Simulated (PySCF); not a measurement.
Simulation results for CH$_{6}$AlB, CH$_{7}$Al$_{2}$B, CH$_{7}$AlBN

All values are calculated (PySCF 2.14.0). Calculation on a computer-drawn molecule: the log of a Hartree-Fock and frozen-core CCSD(T) single point meant for a local Hartree-Fock minimum, with one planted fault or none, to be diagnosed. Offsets are logged minus clean, where the clean run is the same molecule without the fault. The reference is restricted for singlets and unrestricted otherwise, and also for a bond in bohr or an excited solution. Adding or removing an electron swaps singlet and doublet. The excited solution moves the top pair (singlet) or top alpha electron (doublet) to the lowest empty orbital. Highest occupied and lowest empty are orbital energies over both spins, largest force is the largest gradient component, triples share is (T) over the correlation energy, the T1 limit is 0.02 restricted and 0.045 unrestricted, electrons count all cores, a negative frequency is imaginary (commonest isotopes), and the dipole is about the centre of nuclear charge.

Common to all runs: meant charge 0; meant multiplicity 1; meant basis cc-pV(D+d)Z; logged SCF converged yes; possible faults no fault, one electron removed, one electron added, multiplicity raised by two, geometry at a saddle point, SCF held on an excited solution, minimal basis STO-3G, one bond length entered in bohr, all coordinates scaled.

(1) 
```xyz
9
formula=CH6AlB logged_electrons=30 logged_basis_functions=81 logged_spin_squared=0 logged_highest_occupied=-4.4831 logged_lowest_empty=-5.6431 logged_largest_force=0.17233 logged_CC_converged=no logged_dipole_magnitude=4.6455 logged_SCF_stable_within_its_kind=no logged_energy_HF=-307.44937 planted_fault=SCF_held_on_an_excited_solution HF_energy_offset_from_clean_run=311
B     -0.2404     1.2341     1.0335
C      1.1551     1.7327     0.6172
Al     2.2292     0.2316    -0.1162
H     -1.1488     1.2008     0.2430
H     -0.4389     0.7989     2.1392
H      1.1367     2.4553    -0.2068
H      1.7616     2.0999     1.4525
H      2.1699    -0.1020    -1.6595
H      3.1932    -0.5856     0.8321
```

Units: logged_highest_occupied, logged_lowest_empty in eV; logged_largest_force in hartree/bohr; logged_dipole_magnitude in debye; logged_energy_HF in hartree; HF_energy_offset_from_clean_run in kcal/mol.

Drawn bonds:
```
atom  other atom  order
   1           2      1
   2           3      1
   1           4      1
   1           5      1
   2           6      1
   2           7      1
   3           8      1
   3           9      1
```

Notes: CCSD not converged.

(2) 
```xyz
11
formula=CH7Al2B logged_electrons=44 logged_basis_functions=109 logged_spin_squared=2.0094 logged_highest_occupied=-6.0791 logged_lowest_empty=-1.3584 logged_largest_force=0.02955 logged_T1_diagnostic=0.0347 logged_D1_diagnostic=0.18913 logged_triples_share=0.028905 logged_CC_converged=yes logged_dipole_magnitude=3.3479 logged_SCF_stable_within_its_kind=yes logged_energy_HF=-550.33578 logged_energy_CCSD(T)=-550.75888 planted_fault=multiplicity_raised_by_two HF_energy_offset_from_clean_run=62.89 CCSD(T)_energy_offset_from_clean_run=68.58
B     -1.3594    -0.3562    -0.5427
C     -0.2670    -0.2819    -1.6175
Al     1.3364     0.6784    -0.8957
Al     2.5540    -0.0610     1.3104
H     -1.3004    -1.1749     0.3423
H     -2.2581     0.4451    -0.5040
H      0.1971    -1.2573    -1.8306
H     -0.5395     0.2254    -2.5456
H      1.8804     1.8692    -1.7979
H      2.2668     0.6456     2.7046
H      3.6269    -1.2338     1.3282
```

Units: logged_highest_occupied, logged_lowest_empty in eV; logged_largest_force in hartree/bohr; logged_dipole_magnitude in debye; logged_energy_HF, logged_energy_CCSD(T) in hartree; HF_energy_offset_from_clean_run, CCSD(T)_energy_offset_from_clean_run in kcal/mol.

Drawn bonds:
```
atom  other atom  order
   1           2      1
   2           3      1
   3           4      1
   1           5      1
   1           6      1
   2           7      1
   2           8      1
   3           9      1
   4          10      1
   4          11      1
```

(3) 
```xyz
11
formula=CH7AlBN logged_electrons=38 logged_basis_functions=100 logged_spin_squared=0.6055 logged_highest_occupied=-9.0298 logged_lowest_empty=1.9339 logged_largest_force=0.024825 logged_T1_diagnostic=0.059043 logged_D1_diagnostic=0.27303 logged_triples_share=0.031554 logged_CC_converged=yes logged_dipole_magnitude=1.5313 logged_SCF_stable_within_its_kind=yes logged_energy_HF=-362.91397 logged_energy_CCSD(T)=-363.45121 planted_fault=one_bond_length_entered_in_bohr,row_5_of_the_drawn_bonds HF_energy_offset_from_clean_run=74.97 CCSD(T)_energy_offset_from_clean_run=73.27
B     -2.3436     1.4722     0.7547
C     -1.6375     0.6119    -0.3034
Al     0.3210     0.6706     0.0257
N      0.9610     0.3570     1.6381
H     -2.5652     2.6409     0.5594
H     -2.8851     0.6170     2.7955
H     -1.8513    -0.4623    -0.2253
H     -1.7563     0.9480    -1.3375
H      1.3471     0.9446    -1.1417
H      0.4165     0.1729     2.4603
H      1.9364     0.3286     1.8708
```

Units: logged_highest_occupied, logged_lowest_empty in eV; logged_largest_force in hartree/bohr; logged_dipole_magnitude in debye; logged_energy_HF, logged_energy_CCSD(T) in hartree; HF_energy_offset_from_clean_run, CCSD(T)_energy_offset_from_clean_run in kcal/mol.

Drawn bonds:
```
atom  other atom  order
   1           2      1
   2           3      1
   3           4      1
   1           5      1
   1           6      1
   2           7      1
   2           8      1
   3           9      1
   4          10      1
   4          11      1
```

Notes: T1 above single-reference limit.
